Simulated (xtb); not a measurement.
xtb input (GFN2-xTB):

```bash
xtb mol.xyz --gfn 2 --ohess tight --chrg 1 --uhf 0
```
mol.xyz:
```
3

Y      0.05971058    -0.01083902    -0.02859749
Cl    -0.15113347     1.78214495    -1.58910804
Cl     0.11685207    -1.74450111     1.63500910
```

End of the output:

```
   ------------------------------------------------------------------------
    298.15    0.551902E-02    0.682812E-02    0.352589E-01   -0.284308E-01
   ------------------------------------------------------------------------

         :::::::::::::::::::::::::::::::::::::::::::::::::::::
         ::                  THERMODYNAMIC                  ::
         :::::::::::::::::::::::::::::::::::::::::::::::::::::
         :: total free energy          -9.974994115153 Eh   ::
         ::.................................................::
         :: total energy               -9.946563332316 Eh   ::
         :: zero point energy           0.001309103019 Eh   ::
         :: G(RRHO) w/o ZPVE           -0.029739885856 Eh   ::
         :: G(RRHO) contrib.           -0.028430782838 Eh   ::
         :::::::::::::::::::::::::::::::::::::::::::::::::::::

optimized geometry written to: xtbopt.xyz

           -------------------------------------------------
          | TOTAL ENERGY               -9.946563332316 Eh   |
          | TOTAL ENTHALPY             -9.939735208459 Eh   |
          | TOTAL FREE ENERGY          -9.974994115153 Eh   |
          | GRADIENT NORM               0.000072497696 Eh/α |
          | HOMO-LUMO GAP               1.102868595097 eV   |
           -------------------------------------------------

------------------------------------------------------------------------
------------------------------------------------------------------------
 total:
 SCF:
 ANC optimizer:
 analytical hessian:
```

The spin state was set by rule; other spins were not relaxed.
